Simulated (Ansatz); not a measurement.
A made-up structure of BH$_{3}$S$_{2}$O, singlet:

```xyz
7
angstrom
O -2.1556 0.5017 -0.2526
S -1.1592 -0.8199 -0.1213
B 0.4646 -0.1056 -0.0912
S 1.8886 -1.1934 -0.0143
H -2.4177 0.7553 0.6389
H 1.6760 -2.2768 0.7798
H 2.8078 -0.2168 -0.0328
```

It is relaxed with PBE-D4/def2-SVP and then PBE0-D4/def2-TZVP (Ansatz 0.2.0). Atoms count as bonded within 1.22 times the sum of their covalent radii (H–H: 0.88 Å). The end point is not checked to be a true minimum.

Q: Does its bonding change? (Judge from chemistry; the calculation decides.)

A: By the calculation: No: no bond forms or breaks.

Where it ends: The first stage lowers the energy by 1.57 eV in 17 steps. It ends as BH₃S₂O ([OH][S][B][SH2]):
| atom | x (Å) | y (Å) | z (Å) |
| --- | --- | --- | --- |
| O1 | -2.4006 | 0.1897 | 0.1108 |
| S2 | -1.1657 | -0.9250 | 0.0859 |
| B3 | 0.2744 | -0.0194 | -0.0005 |
| S4 | 1.7558 | -1.0139 | -0.2422 |
| H5 | -1.9722 | 1.0553 | 0.0227 |
| H6 | 1.9010 | -2.2177 | 0.4300 |
| H7 | 2.7120 | -0.4244 | 0.5000 |

Labels in which every atom is bracketed show which atoms are joined, not bond orders.

For scale, one of the runs: PBE0-D4/def2-TZVP relaxation, 154 basis functions, launched by `ansatz run in.yaml --threads 2 --pin off --events-out ev --progress --plain --max-ram 4352MiB`. Hardware: 2 CPU threads of an Arm Neoverse V1, shared host. Wall time about 34 s.
